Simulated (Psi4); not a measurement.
C4H8O2, singlet, geometry from GFN2-xTB, with bond 12-4 at 1.3 times its length. Base run: Psi4 with HF/6-31G.

Input for Psi4:
```
memory 2 GB

molecule mol {
0 1
C     1.247602    0.545664   -0.003314
C     0.930822   -0.856959    0.503451
O    -0.159910   -1.431509   -0.194484
C    -1.079178   -0.471116   -0.683883
C    -1.099246    0.782410    0.183746
O     0.159910    1.431509    0.194484
H     2.096931    0.966806    0.539985
H     1.501618    0.498592   -1.072649
H     1.784703   -1.521487    0.351185
H     0.705205   -0.813945    1.579306
H    -0.818025   -0.196019   -1.716519
H    -2.355392   -1.094769   -0.688034
H    -1.820753    1.505531   -0.204094
H    -1.388798    0.511371    1.209863
}

set {
  basis 6-31g
  reference rhf
}

energy('scf')
print_variables()
```

Each row names what was changed in the base input (with any setting that the change needs).

```csv
change,ΔE vs base (mEh),SCF cycles,basis functions
base,0.000,8,70
level_shift = 0.3,0.000,8,70
scf_initial_accelerator = ediis,0.000,8,70
guess = gwh,0.000,9,70
e_convergence = 1e-4,0.000,8,70
damping_percentage = 20,0.002,14,70
ints_tolerance = 1e-8,0.000,8,70
df_basis_scf = cc-pvtz-jkfit,-0.232,8,70
cholesky_tolerance = 1e-3 (with scf_type cd),14.306,8,70
e_convergence = 1e-10,0.000,10,70
scf_type = direct,-0.284,10,70
scf_type = dfdirj+cosx,-0.510,9,70
scf_type = disk_df,0.000,8,70
```
